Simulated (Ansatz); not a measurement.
Total energies of C₂H₁₁GeNSi, SMILES `C[SiH2][N](C)[GeH3]`.

```xyz
16

C     1.394   -1.836   -0.409
Si    1.274   -0.094    0.259
N    -0.278    0.629    0.074
C    -0.733    0.970   -1.265
Ge   -1.544    0.736    1.402
H     1.147   -1.867   -1.474
H     2.411   -2.223   -0.293
H     0.712   -2.509    0.117
H     1.587   -0.096    1.713
H     2.271    0.744   -0.471
H    -1.317    1.897   -1.262
H    -1.355    0.188   -1.719
H     0.121    1.138   -1.930
H    -0.860    0.446    2.743
H    -2.682   -0.278    1.149
H    -2.147    2.155    1.368
```

Charge 0, multiplicity 1. Correlated methods include outer-core shells of Ge, which these sets cover unevenly. Scalar relativity is left out up to krypton. The geometry is a stationary point of PBE0-D4/def2-TZVP. It is one conformer, not always the lowest. Basis def2-TZVPP, Ansatz.

RPA on PBE orbitals: Hartree–Fock energy of these orbitals -2500.90447 Eh, correlation -1.63057 Eh (frozen core).

```csv
functional,energy without D4 (Eh),D4 term (kJ/mol)
LDA (SPW92),-2498.58526,–
PBE,-2503.49914,-37.0
PBE0,-2503.61055,-31.7
r2SCAN0,-2504.01149,-11.3
HSE06 (plane-wave form),-2503.59569,-29.6
BHLYP,-2504.06007,-46.3
CAM-B3LYP,-2504.21883,-32.3
LC-ωPBE,-2503.72690,–
ωB97M-V,-2503.94195,–
PBE-QIDH,-2503.18745,–
```

**Question.** Give the same for revPBE, BLYP, r2SCAN, B97M-V, B3LYP, r2SCANh, ωB97X-V, B2PLYP. (Best estimate.)

**Answer.** Ansatz gave: 
```tsv
functional	energy without D4 (Eh)	D4 term (kJ/mol)
revPBE	-2503.89086	-107.4
BLYP	-2504.13059	-79.8
r2SCAN	-2504.04493	-9.6
B97M-V	-2503.70101	–
B3LYP	-2504.24390	-59.3
r2SCANh	-2504.03090	-10.2
ωB97X-V	-2503.89410	–
B2PLYP	-2503.54892	–
```

B3LYP takes the VWN-RPA correlation (the form of Gaussian; ORCA's B3LYP/G). HSE06 is the plane-wave form, built on full-range PBE exchange. The double hybrids freeze the cores in their second-order part.

LC-ωPBE has ω = 0.4 bohr⁻¹.
